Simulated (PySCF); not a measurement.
A structure optimised at PBE0-D3(BJ)/def2-SVP, used in a PySCF frequency run:

```
B
C 1 1.5655
H 2 1.0983 1 112.42
H 2 1.1031 3 108.40 1 122.61
H 2 1.1031 3 108.40 4 114.78
Cl 1 1.7696 2 120.90 3 0.00
S 1 1.7891 2 124.60 3 180.00
C 7 1.8147 1 103.60 2 0.00
H 8 1.0977 7 106.91 1 180.00
H 8 1.0983 9 108.82 7 120.27
H 8 1.0983 9 108.82 10 119.45
```
Charge 0, spin multiplicity 1.

Q: Write its SMILES, formula and point group.

A: CSB(C)Cl, C₂H₆BClS, Cs

Q: What are its rotational constants (standard atomic weights)?

A: 5.4151, 1.8542, 1.4058 GHz
